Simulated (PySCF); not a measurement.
C₄H₄, SMILES C12C3C1C23.

The structure is a stationary point at PBE0-D3(BJ)/def2-SVP.

These are TDA-CAM-B3LYP/def2-SVPD (PySCF 2.14.0) values and carry that method's errors.

Vertical excitations; the highest root listed may be one member of a degenerate set.  State labels are in the subgroup D2.

Q: List the lowest excited states. (The exact figures need the calculation; the answer reports its results.)

A: 
| state | symmetry | energy (eV) | λ (nm) | f | main pairs |
|---|---|---|---|---|---|
| S1 | A | 6.97 | 178 | 0.000 | HOMO→LUMO (degenerate set) |
| S2 | A | 6.97 | 178 | 0.000 | HOMO−1→LUMO (degenerate set) |
| S3 | B2 | 7.04 | 176 | 0.000 | HOMO→LUMO+2 (degenerate set) |
| S4 | B1 | 7.04 | 176 | 0.000 | HOMO−1→LUMO+1, HOMO→LUMO+1 (degenerate set) |
| S5 | B3 | 7.04 | 176 | 0.000 | HOMO−1→LUMO+3, HOMO→LUMO+3 (degenerate set) |
| S6 | B2 | 7.13 | 174 | 0.055 | HOMO−1→LUMO+2 (degenerate set) |
| S7 | B1 | 7.13 | 174 | 0.055 | HOMO→LUMO+1, HOMO−1→LUMO+1 (degenerate set) |
| S8 | B3 | 7.13 | 174 | 0.055 | HOMO→LUMO+3, HOMO−1→LUMO+3 (degenerate set) |
| S9 | B1 | 8.48 | 146 | 0.000 | HOMO→LUMO+6, HOMO−1→LUMO+6 (degenerate set) |
| S10 | B3 | 8.48 | 146 | 0.000 | HOMO→LUMO+7, HOMO−1→LUMO+7 (degenerate set) |
| T1 | B2 | 6.83 | 181 | 0 | HOMO−1→LUMO+2 (degenerate set) |
| T2 | B1 | 6.83 | 181 | 0 | HOMO→LUMO+1, HOMO−1→LUMO+1 (degenerate set) |
| T3 | B3 | 6.83 | 181 | 0 | HOMO→LUMO+3, HOMO−1→LUMO+3 (degenerate set) |
| T4 | A | 6.89 | 180 | 0 | HOMO→LUMO 98 % |
Triplets are in the Tamm–Dancoff approximation.
